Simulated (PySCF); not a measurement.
Molecule: SMILES s1c(ccc1C#C)F (C6H3FS). Atoms near the plane z = 0.0 Å, at the GFN2-xTB optimised geometry (x, y, z in Å): C1 (0.1, 2.4, 0.0), C2 (0.0, 1.3, 0.0), C3 (-0.2, -0.1, 0.0), C4 (0.8, -1.1, 0.0), C5 (0.3, -2.4, 0.0), C6 (-1.1, -2.4, 0.0), F7 (-1.9, -3.5, 0.0), S8 (-1.8, -0.8, 0.0), H9 (0.3, 3.5, 0.0), H10 (1.9, -0.9, 0.0), H11 (0.9, -3.3, 0.0).

Level of theory: PySCF with PBE/def2-TZVP. Cells within 0.4 Å of a nucleus heavier than hydrogen are left out (blank, or x). The values are rescaled to run from 0 to 1.

```
|11111111111111111111111111111|
|11111111111111111111111111111|
|11111111111111111111111111111|
|11111111111111111111111111111|
|11111111111111000111111111111|
|11111111111111341111111111111|
|11111111111111672111111111111|
|11111111111111x51111111111111|
|11111111111112xx1111111111111|
|11111111111125972111111111111|
|11111111111114x62111111111111|
|11111111111101xx1111111111111|
|11111111111014720111111111111|
|11111111100014620011111111111|
|1111111110012xx10011111111111|
|1111111121134xx62121011111111|
|111111112xx12137x574011111111|
|111111110xx00003xx52011111111|
|11111111014300156111111111111|
|11111111013412264101111111111|
|11111111101xx8xx2111111111111|
|11111111112x353x5211111111111|
|111111112x0201148211111111111|
|111111112xx100112111111111111|
|11111111003111110011111111111|
|11111111111111111111111111111|
|11111111111111111111111111111|
|11111111111111111111111111111|
|11111111111111111111111111111|
```
Scale: ten equal steps from 0.000 (start of '0') to 1.00 (end of '9'), in the order '0123456789'; x runs from -5.50 to 5.50, y from -5.50 (bottom) to 5.50 (top).

Which quantity is mapped?
(A) electron localisation function
(B) electrostatic potential
(C) deformation density (molecule minus spherical neutral atoms)
(D) log10 of the electron density

C, deformation density (molecule minus spherical neutral atoms). In full: deformation density (molecule minus spherical neutral atoms) (e/bohr³).
